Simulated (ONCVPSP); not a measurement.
# Os: excitation energies, all-electron against ONCV

| Property | Result |
| --- | --- |
| Element | osmium (Os) |
| Generator | ONCVPSP 4.0.1 |
| Type | optimised norm-conserving Vanderbilt (ONCV) |
| Functional | LDA (Perdew-Zunger) |
| Relativity | fully relativistic |
| Frozen core | [Kr] 4d10 4f14 |
| Valence charge | 16 |
| Reference configuration | 5s2 5p6 5d6 6s1.75 6p0.25 |
| Partial waves | 5s+6s: rc 1.75 bohr, ncon 5, nbas 8, qcut 7.8 1/bohr, 2 projectors; 5p+6p: rc 1.65 bohr, ncon 4, nbas 8, qcut 7.9 1/bohr, 2 projectors; 5d: rc 1.50 bohr, ncon 3, nbas 6, qcut 6.3 1/bohr, 2 projectors, debl 3.1 Ha |
| Local potential | polynomial inside 1.45 bohr (lpopt 4, dvloc0 0 Ha) |
| Core correction | none |

Open shells are filled in proportion to 2j + 1.

Energies are relative to the spin-unpolarised reference configuration 5s2 5p6 5d6 6s1.75 6p0.25; without spin polarisation the order of configurations can differ from experiment. Not all tests gave a result: 1 of 4 tests not solved or not reliable.

| valence configuration | charge | ΔE all-electron (eV) | error AE − PS (meV) |
| --- | --- | --- | --- |
| 5s2 5p6 5d6 6s2 6p0 | 0 | -1.243 | 0.0 |
| 5s2 5p6 5d6 6s1 6p0 | +1 | 8.626 | +0.2 |
| 5s2 5p5 5d6 6s2 6p0 | +1 | 56.688 | -66 |

Levels in the configuration 5s2 5p5 5d6 6s2 6p0:

| level | all-electron (eV) | pseudo (eV) |
| --- | --- | --- |
| 5s j=1/2 | -104.820 | -105.043 |
| 5p j=3/2 | -60.214 | -60.335 |
| 5p j=1/2 | -72.919 | -73.093 |
| 5d j=5/2 | -16.938 | -16.944 |
| 5d j=3/2 | -18.182 | -18.192 |
| 6s j=1/2 | -14.718 | -14.728 |
